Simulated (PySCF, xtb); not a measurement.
CH7AlN2, SMILES [NH2][Al]([NH2])[CH3]. One conformer was computed; it need not be the lowest.

Harmonic wavenumbers (cm⁻¹) from xtb with GFN2-xTB at its own minimum, in rising order: 9, 137, 151, 182, 219, 234, 346, 394, 405, 487, 559, 584, 589, 773, 851, 1292, 1458, 1466, 1483, 1493, 2950, 2955, 2962, 3417, 3418, 3438, 3441.

Q: What does PBE-D3(BJ)/def2-SVP in PySCF give at its own minimum? (An estimate is asked for; the answer gives what the named calculation found.)

A: 11, 166, 193, 202, 220, 310, 340, 363, 535, 566, 643, 651, 673, 791, 860, 1166, 1381, 1384, 1474, 1484, 2967, 3058, 3066, 3508, 3509, 3597, 3597. Paired by order, the mean absolute difference is 63 cm⁻¹ and the zero-point energies are 51.0 and 52.5 kcal/mol.
